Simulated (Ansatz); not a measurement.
`FC(F)(F)c1ccc(-c2ccc(-c3ccc(-c4ccc(C(F)(F)F)o4)o3)o2)o1`, relaxed as a singlet with RKS r2SCAN-D4/def2-SVP in Ansatz, starting from the GFN2-xTB geometry. Force threshold 0.03 eV/Å.

Single mean-field runs in def2-SVP are fitted with def2-universal-jkfit.

Start:

```tsv
atom	x (Å)	y (Å)	z (Å)
F1	-6.290	-2.720	1.073
C2	-5.904	-2.663	2.359
F3	-6.193	-1.422	2.783
F4	-6.700	-3.497	3.039
C5	-4.470	-3.020	2.549
C6	-3.889	-4.021	3.277
C7	-2.502	-3.875	3.088
C8	-2.337	-2.790	2.254
C9	-1.140	-2.197	1.737
C10	0.178	-2.551	1.934
C11	0.944	-1.637	1.197
C12	0.047	-0.780	0.594
C13	0.280	0.336	-0.270
C14	-0.592	1.209	-0.885
C15	0.202	2.107	-1.615
C16	1.509	1.729	-1.400
C17	2.732	2.287	-1.894
C18	4.043	1.921	-1.686
C19	4.826	2.830	-2.423
C20	3.942	3.681	-3.026
C21	4.167	4.845	-3.928
F22	3.684	5.994	-3.426
F23	3.588	4.691	-5.131
F24	5.473	5.038	-4.149
O25	2.670	3.358	-2.710
O26	1.557	0.653	-0.583
O27	-1.215	-1.121	0.922
O28	-3.537	-2.271	1.927
H29	-4.394	-4.758	3.866
H30	-1.728	-4.483	3.507
H31	0.537	-3.363	2.531
H32	2.010	-1.598	1.108
H33	-1.659	1.193	-0.812
H34	-0.123	2.927	-2.221
H35	4.389	1.108	-1.083
H36	5.893	2.859	-2.503
```

```tsv
step	energy (eV)	largest force component (eV/Å)	SCF passes
1	-43230.7545	0.936	20
2	-43230.8911	0.470	21
3	-43230.9158	0.106	21
4	-43230.9195	0.035	21
5	-43230.9221	0.100	20
6	-43230.9238	0.080	20
7	-43230.9246	0.048	22
8	-43230.9251	0.034	21
9	-43230.9252	0.023	22
```

Force components are those of the run's own axes.

End:

```
atom    x (Å)    y (Å)    z (Å)
  F1  -6.0963  -2.4912   0.8818
  C2  -5.8135  -2.4552   2.1952
  F3  -6.0005  -1.1863   2.5968
  F4  -6.7021  -3.2301   2.8346
  C5  -4.4374  -2.9355   2.4840
  C6  -3.9585  -3.9696   3.2449
  C7  -2.5421  -3.9173   3.1243
  C8  -2.2637  -2.8459   2.2944
  C9  -1.0371  -2.2917   1.8041
 C10   0.2890  -2.6370   1.9933
 C11   1.0563  -1.7098   1.2451
 C12   0.1493  -0.8551   0.6437
 C13   0.2950   0.2699  -0.2218
 C14  -0.6156   1.1212  -0.8207
 C15   0.1457   2.0525  -1.5718
 C16   1.4714   1.7107  -1.3854
 C17   2.6991   2.2585  -1.8710
 C18   4.0242   1.9148  -1.6824
 C19   4.7862   2.8503  -2.4382
 C20   3.8764   3.6886  -3.0267
 C21   4.0273   4.8600  -3.9280
 F22   3.5070   5.9790  -3.3945
 F23   3.4114   4.6724  -5.1083
 F24   5.3289   5.0777  -4.1666
 O25   2.6082   3.3405  -2.6909
 O26   1.5648   0.6268  -0.5642
 O27  -1.1197  -1.2081   0.9832
 O28  -3.4221  -2.2490   1.9049
 H29  -4.5548  -4.6772   3.8171
 H30  -1.8148  -4.5807   3.5878
 H31   0.6579  -3.4615   2.6007
 H32   2.1387  -1.6614   1.1485
 H33  -1.6975   1.0663  -0.7192
 H34  -0.2180   2.8779  -2.1805
 H35   4.3890   1.0903  -1.0739
 H36   5.8682   2.9052  -2.5402
```

By distances, no bond broke or formed. The bond that changes most is C7–H30, from 1.07 to 1.09 Å (atoms count from 1).

No frequencies were taken in this run, so the end may be a saddle point.

It took 52 s on 2 threads of AMD EPYC 7R13 on a shared host and a share (18 GiB) of an NVIDIA H100 80GB HBM3.
